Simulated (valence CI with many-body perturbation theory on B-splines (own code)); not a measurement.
## Ta68+: electric-dipole lines

Method: relativistic CI+MBPT: three valence electrons over a frozen Dirac-Fock core [He], radial functions for each j: 11 s, 11 p, 10 d, 8 f, 5 g, 2 h, with the one-electron correlation potential Σ1 (screened to all orders), the two-electron term Σ2, the three-electron term Σ3, Breit, model QED; selected single and double excitations, second order for the rest, scaled by the run's own slope (own B-spline code, finite nucleus).

The last digits are not significant, and no measured levels were compared; by estimate large intervals hold to a few tenths of a per cent, small ones and those within an open d or f shell to about a per cent.

Lines 101 to 150 of 574 in falling wavelength, among levels below 14919 eV, chosen from the strongest by gf and those to the six lowest levels. Wavelengths and rates use the calculated energies. Electric multipoles are in the length gauge with retardation, E1 and E2 with the static RPA response of the core. Weak lines are less certain than strong ones. Lines between different terms over intervals too small for the method are left out, as are lines whose strength nearly cancels.

Levels are named by their leading jj configuration (3d3/2^4 stands for four electrons in 3d with j = 3/2), which in mixed levels can hold well under half, so a name can repeat and another be missing. Letters in brackets count levels of one name in rising energy.

| λ vac (nm) | Upper | Lower | A (s⁻¹) | S (a.u.) with core polarisation | S without |
| --- | --- | --- | --- | --- | --- |
| 2.638 | (2p3/2^2 3p3/2) J=5/2 | (2p3/2^2 3s) J=5/2 | 5.77e+11 | 3.14e-02 | 3.14e-02 |
| 2.632 | (2s 2p3/2 3d3/2) J=1/2 [b] | (2s 2p3/2 3p1/2) J=1/2 | 6.11e+11 | 1.10e-02 | 1.10e-02 |
| 2.630 | (2p1/2 2p3/2 3p3/2) J=5/2 [a] | (2p1/2 2p3/2 3s) J=3/2 [a] | 8.20e+11 | 4.42e-02 | 4.42e-02 |
| 2.615 | (2p1/2 2p3/2 3d3/2) J=1/2 [a] | (2p1/2 2p3/2 3p1/2) J=1/2 | 6.36e+11 | 1.12e-02 | 1.12e-02 |
| 2.612 | (2s 2p1/2 3p3/2) J=1/2 | (2s 2p1/2 3s) J=1/2 [b] | 9.62e+11 | 1.69e-02 | 1.69e-02 |
| 2.612 | (2s 2p3/2 3p3/2) J=5/2 [b] | (2s 2p3/2 3s) J=3/2 [b] | 1.07e+12 | 5.66e-02 | 5.66e-02 |
| 2.601 | (2p1/2 2p3/2 3p3/2) J=7/2 | (2p1/2 2p3/2 3s) J=5/2 | 9.36e+11 | 6.50e-02 | 6.50e-02 |
| 2.598 | (2p1/2 2p3/2 3p3/2) J=3/2 [a] | (2p1/2 2p3/2 3s) J=1/2 | 2.44e+11 | 8.46e-03 | 8.46e-03 |
| 2.587 | (2s 2p3/2 3d5/2) J=5/2 [b] | (2p1/2 2p3/2 3s) J=3/2 [a] | 2.64e+11 | 1.35e-02 | 1.35e-02 |
| 2.583 | (2p3/2^2 3p3/2) J=3/2 [b] | (2p3/2^2 3s) J=1/2 | 1.06e+12 | 3.60e-02 | 3.60e-02 |
| 2.580 | (2s 2p3/2 3p3/2) J=7/2 | (2s 2p3/2 3s) J=5/2 | 1.16e+12 | 7.87e-02 | 7.87e-02 |
| 2.572 | (2p1/2 2p3/2 3d3/2) J=5/2 [b] | (2p1/2 2p3/2 3p1/2) J=5/2 | 2.81e+11 | 1.41e-02 | 1.42e-02 |
| 2.564 | (2p1/2 2p3/2 3p3/2) J=3/2 [b] | (2p1/2 2p3/2 3s) J=3/2 [b] | 4.59e+11 | 1.53e-02 | 1.53e-02 |
| 2.558 | (2s 2p3/2 3p3/2) J=5/2 [a] | (2s 2p3/2 3s) J=3/2 [a] | 5.33e+11 | 2.64e-02 | 2.64e-02 |
| 2.557 | (2s 2p1/2 3d3/2) J=3/2 [b] | (2s 2p1/2 3p1/2) J=3/2 | 3.43e+11 | 1.13e-02 | 1.13e-02 |
| 2.532 | (2s 2p3/2 3p3/2) J=1/2 [a] | (2s 2p3/2 3s) J=3/2 [a] | 1.09e+12 | 1.75e-02 | 1.75e-02 |
| 2.521 | (2p1/2^2 3p3/2) J=3/2 | (2p1/2^2 3s) J=1/2 | 1.11e+12 | 3.52e-02 | 3.52e-02 |
| 2.519 | (2s 2p1/2 3p3/2) J=3/2 [a] | (2s 2p1/2 3s) J=1/2 [a] | 1.16e+12 | 3.67e-02 | 3.67e-02 |
| 2.518 | (2s 2p3/2 3p3/2) J=3/2 [a] | (2s 2p3/2 3s) J=5/2 | 2.69e+11 | 8.48e-03 | 8.48e-03 |
| 2.514 | (2s 2p3/2 3p3/2) J=3/2 [b] | (2s 2p3/2 3s) J=3/2 [b] | 5.62e+11 | 1.76e-02 | 1.76e-02 |
| 2.511 | (2s^2 3p3/2) J=3/2 | (2s^2 3s) J=1/2 | 1.27e+12 | 3.96e-02 | 3.96e-02 |
| 2.503 | (2p1/2 2p3/2 3p3/2) J=5/2 [b] | (2p1/2 2p3/2 3s) J=3/2 [b] | 5.72e+11 | 2.65e-02 | 2.65e-02 |
| 2.490 | (2s 2p1/2 3p3/2) J=5/2 | (2s 2p1/2 3s) J=3/2 | 1.16e+12 | 5.29e-02 | 5.29e-02 |
| 2.481 | (2p1/2 2p3/2 3p3/2) J=3/2 [b] | (2p1/2 2p3/2 3s) J=1/2 | 3.67e+11 | 1.11e-02 | 1.11e-02 |
| 2.480 | (2s 2p3/2 3p3/2) J=3/2 [b] | (2s 2p3/2 3s) J=1/2 | 7.54e+11 | 2.27e-02 | 2.27e-02 |
| 2.479 | (2s 2p1/2 3p3/2) J=3/2 [b] | (2s 2p1/2 3s) J=3/2 | 6.10e+11 | 1.84e-02 | 1.84e-02 |
| 2.460 | (2p1/2 2p3/2 3p3/2) J=5/2 [b] | (2p1/2 2p3/2 3s) J=5/2 | 6.08e+11 | 2.68e-02 | 2.68e-02 |
| 2.460 | (2s 2p3/2 3p3/2) J=1/2 [b] | (2s 2p3/2 3s) J=1/2 | 1.07e+12 | 1.58e-02 | 1.58e-02 |
| 2.433 | (2p1/2 2p3/2 3p3/2) J=3/2 [b] | (2p1/2 2p3/2 3s) J=3/2 [a] | 3.75e+11 | 1.07e-02 | 1.07e-02 |
| 2.429 | (2p3/2^2 3p3/2) J=3/2 [a] | (2p3/2^2 3s) J=3/2 | 1.05e+12 | 2.98e-02 | 2.98e-02 |
| 2.423 | (2s 2p3/2 3p3/2) J=5/2 [a] | (2s 2p3/2 3s) J=5/2 | 7.69e+11 | 3.24e-02 | 3.24e-02 |
| 2.399 | (2p1/2 2p3/2 3p3/2) J=1/2 [b] | (2p1/2 2p3/2 3s) J=3/2 [b] | 1.17e+12 | 1.60e-02 | 1.60e-02 |
| 2.375 | (2p3/2^2 3p3/2) J=3/2 [a] | (2p3/2^2 3s) J=5/2 | 2.84e+11 | 7.50e-03 | 7.50e-03 |
| 0.7978 | (2p3/2^2 3d5/2) J=7/2 | (2s 2p3/2 3d5/2) J=5/2 [b] | 2.00e+12 | 4.01e-03 | 4.02e-03 |
| 0.7968 | (2p3/2^2 3p3/2) J=5/2 | (2s 2p3/2 3p3/2) J=3/2 [b] | 3.91e+12 | 5.86e-03 | 5.87e-03 |
| 0.7942 | (2s 2p1/2 2p3/2) J=3/2 [a] | (2s^2 2p1/2) J=1/2 | 8.63e+10 | 8.54e-05 | 8.55e-05 |
| 0.7875 | (2p3/2^2 3p3/2) J=7/2 | (2s 2p3/2 3p3/2) J=5/2 [b] | 6.91e+12 | 1.33e-02 | 1.33e-02 |
| 0.7874 | (2p3/2^2 3p3/2) J=5/2 | (2s 2p3/2 3p3/2) J=5/2 [b] | 1.56e+12 | 2.25e-03 | 2.25e-03 |
| 0.7871 | (2p3/2^2 3d5/2) J=7/2 | (2s 2p3/2 3d5/2) J=7/2 [b] | 1.84e+12 | 3.54e-03 | 3.54e-03 |
| 0.7869 | (2p3/2^2 3d5/2) J=9/2 | (2s 2p3/2 3d5/2) J=7/2 [b] | 5.78e+12 | 1.39e-02 | 1.39e-02 |
| 0.7857 | (2p3/2^2 3d3/2) J=1/2 | (2s 2p3/2 3d3/2) J=1/2 [b] | 5.32e+12 | 2.55e-03 | 2.55e-03 |
| 0.7852 | (2s 2p3/2^2) J=5/2 | (2s^2 2p3/2) J=3/2 | 2.31e+12 | 3.31e-03 | 3.32e-03 |
| 0.7850 | (2p3/2^2 3s) J=5/2 | (2s 2p3/2 3s) J=3/2 [b] | 6.10e+12 | 8.75e-03 | 8.76e-03 |
| 0.7834 | (2p3/2^2 3d3/2) J=5/2 | (2s 2p3/2 3d3/2) J=5/2 [b] | 2.18e+12 | 3.10e-03 | 3.11e-03 |
| 0.7833 | (2p3/2^2 3d3/2) J=7/2 | (2s 2p3/2 3d3/2) J=5/2 [b] | 5.93e+12 | 1.13e-02 | 1.13e-02 |
| 0.7827 | (2p3/2^2 3p1/2) J=3/2 | (2s 2p3/2 3p1/2) J=1/2 | 5.74e+12 | 5.43e-03 | 5.44e-03 |
| 0.7824 | (2p3/2^2 3p1/2) J=5/2 | (2s 2p3/2 3p1/2) J=3/2 [b] | 6.70e+12 | 9.51e-03 | 9.52e-03 |
| 0.7801 | (2p3/2^2 3d3/2) J=3/2 [a] | (2s 2p3/2 3d3/2) J=3/2 [b] | 3.98e+12 | 3.73e-03 | 3.73e-03 |
| 0.7793 | (2p3/2^2 3s) J=3/2 | (2s 2p3/2 3s) J=3/2 [b] | 2.57e+12 | 2.40e-03 | 2.40e-03 |
| 0.7792 | (2p3/2^2 3d3/2) J=5/2 | (2s 2p3/2 3d3/2) J=3/2 [b] | 4.41e+12 | 6.17e-03 | 6.18e-03 |
